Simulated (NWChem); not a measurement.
Program: NWChem. System: CH6Ge, charge 0, spin multiplicity 1, at a geometry optimised with B3LYP/def2-SVP. The structure started from a generated list of species. Level: PBE/def2-TZVP.

Job file:

```
start mol
memory heap 200 mb stack 800 mb global 1000 mb
geometry units angstroms nocenter noautoz
  Ge     0.391282     0.022900     0.000000
  C     -1.572835    -0.092052     0.000000
  H      0.885283     0.777146     1.254156
  H      0.885283     0.777146    -1.254156
  H      1.012161    -1.391431     0.000000
  H     -1.925449    -0.629239     0.893174
  H     -1.925449    -0.629239    -0.893174
  H     -2.015844     0.915127     0.000000
  symmetry group Cs
end
basis spherical
  * library def2-tzvp
end
dft
  xc xpbe96 cpbe96
  semidirect memsize 60000000 filesize 0
  iterations 100
end
task dft energy
```

Part of the output:

```
             Northwest Computational Chemistry Package (NWChem) 7.3.0
             --------------------------------------------------------

                                NWChem Input Module
                                -------------------

 Scaling coordinates for geometry "geometry" by  1.889725989
 (inverse scale =  0.529177249)

 Turning off AUTOSYM since
 SYMMETRY directive was detected!

                             Geometry "geometry" -> ""
                             -------------------------

 Output coordinates in angstroms (scale by  1.889725989 to convert to a.u.)

  No.       Tag          Charge          X              Y              Z
 ---- ---------------- ---------- -------------- -------------- --------------
    1 Ge                  32.0000     0.39128200     0.02290000     0.00000000
    2 C                    6.0000    -1.57283500    -0.09205200     0.00000000
    3 H                    1.0000     0.88528300     0.77714600     1.25415600
    4 H                    1.0000     0.88528300     0.77714600    -1.25415600
    5 H                    1.0000     1.01216100    -1.39143100     0.00000000
    6 H                    1.0000    -1.92544900    -0.62923900     0.89317400
    7 H                    1.0000    -1.92544900    -0.62923900    -0.89317400
    8 H                    1.0000    -2.01584400     0.91512700     0.00000000

 Effective nuclear repulsion energy (a.u.)     119.2101497322

            Nuclear Dipole moment (a.u.)
            ----------------------------
        X                 Y               Z
 ---------------- ---------------- ----------------
    -0.0000018897    -0.0000037795     0.0000000000

      Symmetry information
      --------------------

 Group name             Cs
 Group number              2
 Group order               2
 No. of unique centers     6

      Symmetry unique atoms

     1    2    3    5    6    8


 Summary of "ao basis" -> "" (spherical)
 ------------------------------------------------------------------------------
       Tag                 Description            Shells   Functions and Types
 ---------------- ------------------------------  ------  ---------------------
 *                         def2-tzvp                  on all atoms

  pbe96 is a nonlocal functional; adding pw91lda local functional.

                                 NWChem DFT Module
                                 -----------------

 Summary of "ao basis" -> "ao basis" (spherical)
 ------------------------------------------------------------------------------
       Tag                 Description            Shells   Functions and Types
 ---------------- ------------------------------  ------  ---------------------
 Ge                        def2-tzvp                16       48   6s5p4d1f
 C                         def2-tzvp                11       31   5s3p2d1f
 H                         def2-tzvp                 4        6   3s1p

 Summary of "ao basis" -> "ao basis" (spherical)
 ------------------------------------------------------------------------------
       Tag                 Description            Shells   Functions and Types
 ---------------- ------------------------------  ------  ---------------------
 Ge                        def2-tzvp                16       48   6s5p4d1f
 C                         def2-tzvp                11       31   5s3p2d1f
 H                         def2-tzvp                 4        6   3s1p

      Symmetry analysis of basis
      --------------------------

        a'         75
        a"         40

            General Information
            -------------------
          SCF calculation type: DFT
          Wavefunction type:  closed shell.
          No. of atoms     :     8
          No. of electrons :    44
           Alpha electrons :    22
            Beta electrons :    22
          Charge           :     0
          Spin multiplicity:     1
          Use of symmetry is: on ; symmetry adaption is: on
          Maximum number of iterations: 100
          AO basis - number of functions:   115
                     number of shells:    51
          Convergence on energy requested:  1.00D-06
          Convergence on density requested:  1.00D-05
          Convergence on gradient requested:  5.00D-04

              XC Information
              --------------
          PerdewBurkeErnzerhof Exchange Functional  1.000
            Perdew 1991 LDA Correlation Functional  1.000 local
           PerdewBurkeErnz. Correlation Functional  1.000 non-local

             Grid Information
             ----------------
          Grid used for XC integration:  medium
          Radial quadrature: Mura-Knowles
          Angular quadrature: Lebedev.
          Tag              B.-S. Rad. Rad. Pts. Rad. Cut. Ang. Pts.
          ---              ---------- --------- --------- ---------
          Ge                  1.25      112           9.0       590
          C                   0.70       49          10.0       434
          H                   0.35       45          11.0       434
          Grid pruning is: on
          Number of quadrature shells:   341
          Spatial weights used:  Erf1

          Convergence Information
          -----------------------
          Convergence aids based upon iterative change in
          total energy or number of iterations.
          Levelshifting, if invoked, occurs when the
          HOMO/LUMO gap drops below (HL_TOL):  1.00D-02
          DIIS, if invoked, will attempt to extrapolate
          using up to (NFOCK): 10 stored Fock matrices.

                    Damping( 0%)  Levelshifting(0.5)       DIIS
                  --------------- ------------------- ---------------
          dE  on:    start            ASAP                start
          dE off:    2 iters        100 iters           100 iters

      Screening Tolerance Information
      -------------------------------
          Density screening/tol_rho:  1.00D-10
          AO Gaussian exp screening on grid/accAOfunc:  14
          CD Gaussian exp screening on grid/accCDfunc:  20
          XC Gaussian exp screening on grid/accXCfunc:  20
          Schwarz screening/accCoul:  1.00D-08

      Superposition of Atomic Density Guess
      -------------------------------------

 Sum of atomic energies:       -2115.97624575

      Non-variational initial energy
      ------------------------------

 Total energy =   -2116.913826
 1-e energy   =   -3185.263690
 2-e energy   =     949.139715
 HOMO         =      -0.381931
 LUMO         =       0.072622

      Symmetry analysis of molecular orbitals - initial
      -------------------------------------------------

  Numbering of irreducible representations:

     1 a'          2 a"

  Orbital symmetries:

     1 a'          2 a'          3 a"          4 a'          5 a'
     6 a'          7 a'          8 a"          9 a'         10 a'
    11 a'         12 a'         13 a"         14 a"         15 a'
    16 a'         17 a'         18 a"         19 a'         20 a"
    21 a'         22 a'         23 a'         24 a'         25 a"
    26 a'         27 a'         28 a'         29 a"         30 a"
    31 a'         32 a"

------------------------------------------------------------
EAF file 0: "./mol.aoints.0" size=524288 bytes
------------------------------------------------------------
               write      read    awrite     aread      wait
               -----      ----    ------     -----      ----
     calls:        1         0         0         0         0
   data(b): 5.24e+05  0.00e+00  0.00e+00  0.00e+00
   time(s): 0.00e+00  0.00e+00  0.00e+00  0.00e+00  0.00e+00
rate(mb/s): 0.00e+00  0.00e+00
------------------------------------------------------------

   convergence    iter        energy       DeltaE   RMS-Dens  Diis-err    time
 ---------------- ----- ----------------- --------- --------- ---------  ------
 d= 0,ls=0.0,diis     1  -2118.3069275162 -2.24D+03  7.30D-03  7.17D-01     3.8
 d= 0,ls=0.0,diis     2  -2118.3302487041 -2.33D-02  2.39D-03  1.05D-01     4.3
 d= 0,ls=0.0,diis     3  -2118.3303820409 -1.33D-04  1.32D-03  7.72D-02     4.7
 d= 0,ls=0.0,diis     4  -2118.3377431165 -7.36D-03  3.57D-04  6.21D-03     5.3
 d= 0,ls=0.0,diis     5  -2118.3385079730 -7.65D-04  4.11D-05  3.72D-05     5.8
  Resetting Diis
 d= 0,ls=0.0,diis     6  -2118.3385104989 -2.53D-06  1.53D-05  6.27D-06     6.3
 d= 0,ls=0.0,diis     7  -2118.3385110933 -5.94D-07  4.46D-06  1.78D-07     6.8

         Total DFT energy =    -2118.338511093283
      One electron energy =    -3186.791547352566
           Coulomb energy =     1035.502865941492
    Exchange-Corr. energy =      -86.259979414429
 Nuclear repulsion energy =      119.210149732221

 Numeric. integr. density =       44.000033027409

     Total iterative time =      5.6s

                  Occupations of the irreducible representations
                  ----------------------------------------------

                     irrep           alpha         beta
                     --------     --------     --------
                     a'               16.0         16.0
                     a"                6.0          6.0

                       DFT Final Molecular Orbital Analysis
                       ------------------------------------

 Vector   20  Occ=2.000000D+00  E=-2.903753D-01  Symmetry=a'
              MO Center=  5.7D-01, -3.9D-01, -1.9D-17, r^2= 2.8D+00
   Bfn.  Coefficient  Atom+Function         Bfn.  Coefficient  Atom+Function
  ----- ------------  ---------------      ----- ------------  ---------------
    17      0.314485  1 Ge py                93     -0.262437  5 H  s
    20      0.188080  1 Ge py                94     -0.163438  5 H  s
    92     -0.158853  5 H  s                 11     -0.154631  1 Ge py
    81      0.131228  3 H  s                 87      0.131228  4 H  s
    55     -0.101425  2 C  py               111     -0.085363  8 H  s

 Vector   21  Occ=2.000000D+00  E=-2.903739D-01  Symmetry=a"
              MO Center=  5.2D-01,  4.5D-01,  2.1D-16, r^2= 2.8D+00
   Bfn.  Coefficient  Atom+Function         Bfn.  Coefficient  Atom+Function
  ----- ------------  ---------------      ----- ------------  ---------------
    18      0.315022  1 Ge pz                81      0.227283  3 H  s
    87     -0.227283  4 H  s                 21      0.188406  1 Ge pz
    12     -0.154895  1 Ge pz                82      0.141546  3 H  s
    88     -0.141546  4 H  s                 80      0.137575  3 H  s
    86     -0.137575  4 H  s                 56     -0.101592  2 C  pz

 Vector   22  Occ=2.000000D+00  E=-2.812144D-01  Symmetry=a'
              MO Center= -6.3D-01, -3.7D-02, -4.1D-16, r^2= 2.6D+00
   Bfn.  Coefficient  Atom+Function         Bfn.  Coefficient  Atom+Function
  ----- ------------  ---------------      ----- ------------  ---------------
    16      0.329997  1 Ge px                54     -0.306269  2 C  px
    57     -0.252162  2 C  px                19      0.176698  1 Ge px
    10     -0.158826  1 Ge px                60     -0.142305  2 C  px
    81      0.086109  3 H  s                 87      0.086109  4 H  s
    93      0.086139  5 H  s                 52     -0.075765  2 C  s

 Vector   23  Occ=0.000000D+00  E= 2.884478D-03  Symmetry=a'
              MO Center= -5.3D-01, -3.1D-02, -1.1D-13, r^2= 6.6D+00
   Bfn.  Coefficient  Atom+Function         Bfn.  Coefficient  Atom+Function
  ----- ------------  ---------------      ----- ------------  ---------------
    53      3.913290  2 C  s                 19      1.638412  1 Ge px
   100     -1.123044  6 H  s                106     -1.123044  7 H  s
   112     -1.123052  8 H  s                 82     -0.521921  3 H  s
    88     -0.521921  4 H  s                 94     -0.521974  5 H  s
     6     -0.478052  1 Ge s                 60      0.312151  2 C  px

 Vector   24  Occ=0.000000D+00  E= 1.978243D-02  Symmetry=a'
              MO Center=  5.2D-01,  3.0D-02,  2.2D-16, r^2= 5.9D+00
   Bfn.  Coefficient  Atom+Function         Bfn.  Coefficient  Atom+Function
  ----- ------------  ---------------      ----- ------------  ---------------
     6      2.713769  1 Ge s                 53     -1.585393  2 C  s
    82     -0.843421  3 H  s                 88     -0.843421  4 H  s
    94     -0.843402  5 H  s                 60     -0.770313  2 C  px
    19     -0.530447  1 Ge px                 5      0.367116  1 Ge s
     4     -0.220071  1 Ge s                100      0.214000  6 H  s

 Vector   25  Occ=0.000000D+00  E= 3.835985D-02  Symmetry=a"
              MO Center=  5.0D-01, -5.3D-02,  1.7D-14, r^2= 4.3D+00
   Bfn.  Coefficient  Atom+Function         Bfn.  Coefficient  Atom+Function
  ----- ------------  ---------------      ----- ------------  ---------------
    21      1.633379  1 Ge pz                82     -1.184583  3 H  s
    88      1.184583  4 H  s                 62     -0.418657  2 C  pz
    18      0.283079  1 Ge pz               100      0.169945  6 H  s
   106     -0.169945  7 H  s                 12     -0.139038  1 Ge pz
    81     -0.131621  3 H  s                 87      0.131621  4 H  s

 center of mass
 --------------
 x =   0.14264335 y =   0.00834813 z =   0.00000000

 moments of inertia (a.u.)
 ------------------
          34.738501981762         -10.425296249926           0.000000000000
         -10.425296249926         212.257113983781           0.000000000000
           0.000000000000           0.000000000000         212.867418054871

     Multipole analysis of the density
     ---------------------------------

     L   x y z        total         alpha         beta         nuclear
     -   - - -        -----         -----         ----         -------
     0   0 0 0     -0.000000    -22.000000    -22.000000     44.000000

     1   1 0 0     -0.282645     -0.141322     -0.141322     -0.000002
     1   0 1 0     -0.016542     -0.008269     -0.008269     -0.000004
     1   0 0 1      0.000000      0.000000      0.000000      0.000000

     2   2 0 0    -20.351689    -70.548914    -70.548914    120.746139
     2   1 1 0      0.000675     -3.037648     -3.037648      6.075970
     2   1 0 1     -0.000000     -0.000000     -0.000000      0.000000
     2   0 2 0    -20.363387    -18.825375    -18.825375     17.287363
     2   0 1 1      0.000000      0.000000      0.000000      0.000000
     2   0 0 2    -20.363403    -18.647506    -18.647506     16.931609

 Task  times  cpu:        6.8s     wall:        6.8s

 Total times  cpu:        6.9s     wall:        6.9s
```
